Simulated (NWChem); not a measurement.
System: C₃H₄OS; SMILES C1=CSCO1

NWChem input:

```
start job
memory heap 200 mb stack 900 mb global 1100 mb
geometry units angstroms noautosym
  C     -0.829611    -1.159692     0.032519
  C     -1.276052     0.095200     0.101905
  S      0.049569     1.282651    -0.059975
  C      1.260630    -0.139507     0.138351
  O      0.524779    -1.366625    -0.137309
  H     -1.406442    -2.075539     0.046121
  H     -2.307267     0.416651     0.188009
  H      1.666628    -0.158579     1.195723
  H      2.109391    -0.042882    -0.595723
end
basis spherical
  * library 6-31g*
end
dft
  xc b3lyp
  grid fine
  iterations 150
end
driver
  maxiter 120
  tight
end
task dft optimize
task dft freq
```

Output (shortened):

```
             Northwest Computational Chemistry Package (NWChem) 7.3.0
             --------------------------------------------------------

                             Geometry "geometry" -> ""
                             -------------------------

 Output coordinates in angstroms (scale by  1.889725989 to convert to a.u.)

  No.       Tag          Charge          X              Y              Z
 ---- ---------------- ---------- -------------- -------------- --------------
    1 C                    6.0000    -0.82925117    -1.17067185     0.02354709
    2 C                    6.0000    -1.27569217     0.08422015     0.09293309
    3 S                   16.0000     0.04992883     1.27167115    -0.06894691
    4 C                    6.0000     1.26098983    -0.15048685     0.12937909
    5 O                    8.0000     0.52513883    -1.37760485    -0.14628091
    6 H                    1.0000    -1.40608217    -2.08651885     0.03714909
    7 H                    1.0000    -2.30690717     0.40567115     0.17903709
    8 H                    1.0000     1.66698783    -0.16955885     1.18675109
    9 H                    1.0000     2.10975083    -0.05386185    -0.60469491

 Effective nuclear repulsion energy (a.u.)     217.8256286150

                                Z-matrix (autoz)
                                --------

 Units are Angstrom for bonds and degrees for angles

[...]

      ----------------------
      Optimization converged
      ----------------------

  Step       Energy      Delta E   Gmax     Grms     Xrms     Xmax
  ---- ---------------- -------- -------- -------- -------- --------
@   23    -590.08594622  3.9D-09  0.00001  0.00000  0.00001  0.00003
                                     ok       ok       ok       ok

                                Z-matrix (autoz)
                                --------

 Units are Angstrom for bonds and degrees for angles

[...]

 Rotational Constants
 --------------------
 A=   0.251501 cm-1  (  0.361845 K)
 B=   0.160817 cm-1  (  0.231374 K)
 C=   0.101204 cm-1  (  0.145606 K)

 Temperature                      =   298.15K
 frequency scaling parameter      =   1.0000

 Zero-Point correction to Energy  =   41.399 kcal/mol  (  0.065974 au)
 Thermal correction to Energy     =   44.283 kcal/mol  (  0.070570 au)
 Thermal correction to Enthalpy   =   44.876 kcal/mol  (  0.071514 au)

 Total Entropy                    =   70.613 cal/mol-K
   - Translational                =   39.319 cal/mol-K (mol. weight =  87.9983)
   - Rotational                   =   25.469 cal/mol-K (symmetry #  =        1)
   - Vibrational                  =    5.825 cal/mol-K

 Cv (constant volume heat capacity) =   15.968 cal/mol-K
   - Translational                  =    2.979 cal/mol-K
   - Rotational                     =    2.979 cal/mol-K
   - Vibrational                    =   10.009 cal/mol-K

[normal modes left out]

 ----------------------------------------------------------------------------
 Normal Eigenvalue ||           Projected Infra Red Intensities
  Mode   [cm**-1]  || [atomic units] [(debye/angs)**2] [(KM/mol)] [arbitrary]
 ------ ---------- || -------------- ----------------- ---------- -----------
    1       -0.000 ||    0.000244           0.006         0.238       0.165
    2       -0.000 ||    0.000004           0.000         0.004       0.003
    3       -0.000 ||    0.000142           0.003         0.139       0.096
    4       -0.000 ||    0.000040           0.001         0.039       0.027
    5       -0.000 ||    0.000063           0.001         0.061       0.042
    6       -0.000 ||    0.000065           0.001         0.063       0.044
    7      145.728 ||    0.008932           0.206         8.707       6.022
    8      457.352 ||    0.012953           0.299        12.628       8.734
    9      508.226 ||    0.000736           0.017         0.718       0.496
   10      662.219 ||    0.004468           0.103         4.355       3.012
   11      690.875 ||    0.044861           1.035        43.733      30.247
   12      747.339 ||    0.032275           0.745        31.463      21.761
   13      849.631 ||    0.001125           0.026         1.097       0.759
   14      860.800 ||    0.002651           0.061         2.584       1.787
   15      957.334 ||    0.040509           0.935        39.491      27.313
   16      975.468 ||    0.004193           0.097         4.088       2.827
   17     1070.967 ||    0.044724           1.032        43.599      30.154
   18     1172.963 ||    0.028382           0.655        27.668      19.136
   19     1227.261 ||    0.003856           0.089         3.759       2.600
   20     1311.083 ||    0.019678           0.454        19.183      13.267
   21     1384.021 ||    0.017409           0.402        16.971      11.738
   22     1530.800 ||    0.003057           0.071         2.980       2.061
   23     1672.759 ||    0.044183           1.019        43.071      29.790
   24     3041.207 ||    0.066473           1.534        64.801      44.818
   25     3152.986 ||    0.014480           0.334        14.116       9.763
   26     3261.695 ||    0.001421           0.033         1.385       0.958
   27     3292.365 ||    0.003528           0.081         3.440       2.379
 ----------------------------------------------------------------------------
```

Level: B3LYP/6-31G* (spherical d).
